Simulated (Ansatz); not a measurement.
Reactions of C$_{8}$H$_{8}$O (`c1ccc2c(c1)CCO2`).

Program: Ansatz. Geometries: PBE0-D4/def2-TZVP. ΔE: electronic, gas phase. CCSD(T)/CBS adds triple-zeta CCSD(T) − MP2 to the extrapolated MP2 energy (def2 sets, frozen cores). This one scheme is used for every species, atoms too. For atomizations the MP2-based limit and the directly extrapolated one differ by several kJ/mol either way, and by 10 to 25 for some Ge, Se and Sn compounds, so smaller differences from it don't rank the levels. Functionals use def2-TZVPP. Open shells (•) are unrestricted, without spin–orbit coupling. Spin–orbit coupling would lower the free atoms: a little for C, O. One conformer a species, not always the lowest.

| reaction | CCSD(T)/CBS(def2) (kcal/mol) |
| --- | --- |
| `c1ccc2c(c1)CCO2` → `c1ccc2c(c1)COC2` | 4.7 |
| `c1ccc2c(c1)CCO2` → `CC(=O)c1ccccc1` | ? |
| `c1ccc2c(c1)CCO2` → `C=COc1ccccc1` | 18.4 |
| `c1ccc2c(c1)CCO2` → 8 C• + 8 H• + O• | 1919.7 |

**Question.** Fill in the missing values. (Estimate.)

**Answer.** Computed: `c1ccc2c(c1)CCO2` → `CC(=O)c1ccccc1`: -6.6 kcal/mol.

Largest T1 diagnostic: 0.013, for `CC(=O)c1ccccc1`.
